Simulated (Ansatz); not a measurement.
One change: `CC1=[CH][AlH][CH2]1` becomes `BC1=[CH][AlH][CH2]1`.

Ansatz, PBE0-D4/def2-TZVP geometries, multiplicity 1. 

```
                                        property  `CC1=[CH][AlH][CH2]1`
size of the dipole moment (B3LYP/def2-TZVPP) / D                   0.69
              HOMO energy (PBE0/def2-TZVPP) / eV                  -7.24
            HOMO–LUMO gap (PBE0/def2-TZVPP) / eV                   6.19
              LUMO energy (PBE0/def2-TZVPP) / eV                  -1.06
               HOMO energy (PBE/def2-TZVPP) / eV                  -6.06
         HOMO–LUMO gap (ωB97M-V/def2-TZVPP) / eV                   9.97
```

(1) Give the same properties after the change, and the shifts. (Estimate.)

Answers

(1) The calculation gave: 
| property | `BC1=[CH][AlH][CH2]1` | shift |
| --- | --- | --- |
| size of the dipole moment (B3LYP/def2-TZVPP) / D | 0.87 | 0.18 |
| HOMO energy (PBE0/def2-TZVPP) / eV | -6.91 | 0.33 |
| HOMO–LUMO gap (PBE0/def2-TZVPP) / eV | 4.94 | -1.25 |
| LUMO energy (PBE0/def2-TZVPP) / eV | -1.97 | -0.91 |
| HOMO energy (PBE/def2-TZVPP) / eV | -5.86 | 0.20 |
| HOMO–LUMO gap (ωB97M-V/def2-TZVPP) / eV | 8.93 | -1.04 |

With PBE0 the HOMO rises by 0.33 eV and the LUMO falls by 0.91 eV, so the gap narrows by about 1.24 eV. PBE moves the HOMO by 0.20 eV and ωB97M-V by 0.38 eV. The zero-point energy changes by -45.6 kJ/mol with -3 modes. Dipoles are sizes alone; their direction can turn.

Positive LUMOs are unbound, so they and the gaps depend on the basis.

B3LYP here is the variant with VWN-RPA as its local correlation; programs differ in this.
